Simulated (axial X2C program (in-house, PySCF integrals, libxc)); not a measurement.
# Spin–orbit effects along a row: molecules with I, PBE0

Calculated with an in-house all-electron X2C program for linear molecules (integrals from PySCF), spin-free (one-electron X2C) or two-component (2c: spin–orbit coupling with atomic mean-field Coulomb and Gaunt terms, which also bring small scalar terms), in Dyall basis sets with cores contracted in-house; open shells are unrestricted.

Basis sets: I dyall-cv3z, I dyall-v3z, In dyall-cv3z, Mo dyall-cv3z, Sb dyall-cv3z, Sn dyall-cv3z, Te dyall-cv3z, Y dyall-v3z, Zr dyall-cv3z.

```
molecule   spin-free state  Re (Å)  ωe (cm⁻¹)  De (eV)  2c state  Re 2c (Å)  ωe 2c (cm⁻¹)  De 2c (eV)
      YI    M_S = 0, Λ = 0   2.761      215.6     3.93     Ω = 0      2.764         214.7         n/a
     ZrI  M_S = 3/2, Λ = 0   2.699      219.7     3.77   Ω = 3/2      2.726         213.5         n/a
     MoI  M_S = 5/2, Λ = 0   2.635      212.7     2.83   Ω = 5/2      2.638         210.8        2.57
     InI    M_S = 0, Λ = 0   2.774      173.5     3.66     Ω = 0      2.776         172.7         n/a
     SnI  M_S = 1/2, Λ = 1   2.718      195.9     3.05   Ω = 1/2      2.722         194.0         n/a
     SbI    M_S = 1, Λ = 0   2.685      210.6     2.43     Ω = 1      2.692         207.0        2.13
     TeI  M_S = 1/2, Λ = 1   2.645      224.1     2.20   Ω = 3/2      2.656         217.9        1.98
```

Each entry is the lowest single determinant of a limited PBE0 search at one distance. De goes to single-determinant-based atoms at the same level (for ions the charge split of lowest energy) and is withheld (n/a) where an atom does not fit its ground term or J level. Main or longest-lived isotopes. One determinant is a doubtful description, or other states lie close, for YI, ZrI, MoI, SbI; these need not be ground states, and all values refer to the states named. Some open-shell Ω = 0 determinants are out of reach, so the Ω given for SbI need not be the lowest component. With several unpaired electrons the Ω given is that of one determinant, not necessarily of the lowest component. The functionals have no current term, which raises determinants with orbital currents. The lowest determinant changes configuration between the Hamiltonians for ZrI, so two states are compared there.
